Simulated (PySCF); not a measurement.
# How methods differ on the excitation energy of Si²⁺

Si²⁺ [Ne] 3s2 (1S) → Si²⁺ [Ne] 3s1 3d1 (3D), as a difference of total energies. Calculation: PySCF 2.14, in aug-cc-pVDZ-DK; the spin-free X2C one-electron Hamiltonian (Gaussian nucleus). Correlated levels: valence: [Ne] frozen. The calculations carry no spin-orbit coupling.

```json
{"method": "UHF", "excitation energy (eV)": "17.421"}
{"method": "MP2 (valence)", "excitation energy (eV)": "18.177"}
{"method": "SCS-MP2 (valence)", "excitation energy (eV)": "18.352"}
{"method": "CCSD (valence)", "excitation energy (eV)": "18.552"}
```

Task: How much does correlation contribute at MP2 (valence)?

Result: 18.177 − (17.421) = 0.756 eV, measured against UHF.

The promoted electron is Rydberg-like, and one or two diffuse shells describe it only roughly, which tends to raise the upper state.

With two correlated electrons CCSD is exact in that space.
